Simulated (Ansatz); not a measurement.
# What each rung costs, and what it gives

Saddle point of BSiH₄Cl₂F, singlet (BSiH₃Cl₂ ([SiH3][B]([Cl])[Cl]) + HF → BCl₂F ([F][B]([Cl])[Cl]) + SiH₄; bonds formed: B1–F6, Si2–H5; bonds broken: B1–Si2, H5–F6), PBE0-D4/def2-TZVP structure:

B1  (-0.600, -0.846, 0.128)
Si2  (0.425, 1.043, -0.214)
Cl3  (-1.203, -1.457, -1.420)
Cl4  (-1.720, -0.642, 1.483)
H5  (0.864, -0.757, 0.363)
F6  (0.629, -1.815, 0.618)
H7  (-0.806, 1.743, -0.649)
H8  (0.983, 1.689, 1.001)
H9  (1.428, 1.041, -1.310)
(Å)

Barriers are electronic and count from the start structure reached by relaxing down the imaginary mode.

Computed with Ansatz 0.2.0 (basis: as named in each row); correlated methods freeze the cores. B3LYP uses VWN-RPA correlation. Extrapolation: Hartree–Fock as exp(−7.88 √X), correlation as X^−2.97.

Times are rough, for one single point on 4 threads of a shared host (Arm Neoverse V2).

The estimate by CCSD(T) at an estimated basis limit (MP2 extrapolated from triple and quadruple zeta, plus CCSD(T) − MP2 in triple zeta) is 29.08 kcal/mol.

```
      method       basis  time (s)  barrier (kcal/mol)  method less estimate
          HF      STO-3G   under 1               31.77                  2.69
      PBE-D4      STO-3G   under 1              -20.59                -49.67
       SPW92    def2-SVP   under 1                2.87                -26.21
      PBE-D4    def2-SVP   under 1               11.94                -17.14
    B3LYP-D4       6-31G   under 1               23.65                 -5.43
     PBE0-D4    def2-SVP         1               18.01                -11.07
       SPW92  def2-TZVPP         1               11.51                -17.57
     BLYP-D4  def2-TZVPP         2               24.83                 -4.25
      PBE-D4  def2-TZVPP         2               19.65                 -9.43
    B3LYP-D4  def2-TZVPP         2               27.59                 -1.49
    BHLYP-D4  def2-TZVPP         3               32.43                  3.35
CAM-B3LYP-D4  def2-TZVPP         3               27.25                 -1.83
     PBE0-D4  def2-TZVPP         3               23.74                 -5.34
     CCSD(T)    def2-SVP         3               27.64                 -1.44
   r2SCAN-D4  def2-TZVPP         4               21.44                 -7.64
  RPA on PBE  def2-TZVPP         4               28.34                 -0.74
     wB97M-V    def2-SVP         4               18.76                -10.33
  r2SCAN0-D4  def2-TZVPP         4               24.79                 -4.30
      B2PLYP  def2-TZVPP         5               28.49                 -0.59
    PBE-QIDH  def2-TZVPP         5               26.45                 -2.63
     wB97X-V  def2-TZVPP         7               26.18                 -2.90
     wB97M-V  def2-TZVPP         8               25.48                 -3.60
      B97M-V  def2-TZVPP         9               24.76                 -4.32
         MP2  def2-QZVPP        17               26.76                 -2.33
     CCSD(T)  def2-TZVPP       110               28.86                 -0.23
```

All methods are single points on the PBE0-D4 structures; a negative value means that the method puts the saddle structure below the start.

The T1 diagnostic stays at or below 0.013.

Steps of this kind, hydrogen fluoride cutting a network bond, underlie vapour etching and the fluorination step of atomic layer etching.

Labels in which every atom is bracketed show which atoms are joined, not bond orders.
